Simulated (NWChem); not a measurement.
System: GaF3; SMILES [F][Ga]([F])[F]

Results from NWChem. All runs use the structure optimised with PBE0/def2-SVP. Ions are spin-unrestricted doublets at the neutral geometry; other ion states weren't tried.

What does the run give for PBE/def2-TZVP? Quantities: −ε(HOMO) (eV).


```json
{
 "−ε(HOMO) (eV)": "9.66"
}
```
